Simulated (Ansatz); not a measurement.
Input for Ansatz (a quantum-chemistry and plane-wave program): R-wB97M-V/def2-TZVPPD on C3H7NO (a complex), monomers drawn apart or pushed together. Files ending in .json are basis or fitting sets from the Basis Set Exchange.

Ansatz 0.2 input:
```yaml
crystal:
  periodic: [false, false, false]
  atoms:
    - {symbol: C, position_ang: [-0.29343518, 0.18842757, -0.30607764]}
    - {symbol: N, position_ang: [-0.36187379, 0.30994277, -1.44479654]}
    - {symbol: H, position_ang: [-0.22674346, 0.07381931, 0.76549733]}
    - {symbol: C, position_ang: [0.20635533, -1.55061051, 4.87100979]}
    - {symbol: O, position_ang: [0.01236924, -0.29962195, 4.23801792]}
    - {symbol: C, position_ang: [0.06489469, 0.79292214, 5.13626587]}
    - {symbol: H, position_ang: [-0.57037494, -1.73564128, 5.62173391]}
    - {symbol: H, position_ang: [1.18783961, -1.59839679, 5.35653238]}
    - {symbol: H, position_ang: [0.14979059, -2.31801743, 4.10092813]}
    - {symbol: H, position_ang: [-0.71772501, 0.71219375, 5.89923851]}
    - {symbol: H, position_ang: [-0.09344773, 1.70019784, 4.55582524]}
    - {symbol: H, position_ang: [1.04042600, 0.84798920, 5.63289086]}
basis:
  gaussian:
    orbitals: def2-TZVPPD.json
hamiltonian:
  xc: {name: wB97M-V}
scf: {lower_state_search: off}
```

It printed:

```
WARN ansatz: RAYON_NUM_THREADS=1 ignored (pool sized by the plan → 1); use --threads N
Functional definition: wB97M-V
these checks for a lower state are left out or cut short: stability, starts, cluster_reference, orbital_swaps, neighbouring_geometries, increment
integrals: 0.27 GiB planned
1298 factors; their error is unknown
integrals: 0.31 GiB planned
414 factors; integrals over basis functions are off by at most 7.0e-5 eV
mean field: 1.81 GiB planned
mean field evaluation 1: about -6754.9930 eV, gradient 5.3e1 eV
mean field evaluation 2: about -6754.5533 eV, gradient 5.7e1 eV
mean field evaluation 4: about -6760.5618 eV, gradient 2.8e0 eV
mean field evaluation 8: about -6760.5905 eV, gradient 5.3e-2 eV
mean field evaluation 16: about -6760.5646 eV, gradient 3.2e-5 eV
mean field -6760.56457817 eV, -248.4461657726 hartree, gradient 5.2e-6 eV, S^2 0.000000; 0 other end points of the search recorded, 0 dependent functions left out
reference -6760.56464679 eV, -248.4461682943 hartree; 20, 20 occupied and 287, 287 virtual orbitals, 1298 factors
Total energy: -6760.56464679 eV, -248.4461682943 hartree
Checks for a lower state left out: stability, starts, cluster_reference, orbital_swaps, neighbouring_geometries, increment
```

The calculation finished and met its thresholds.

Cost: very roughly 19 core-seconds.
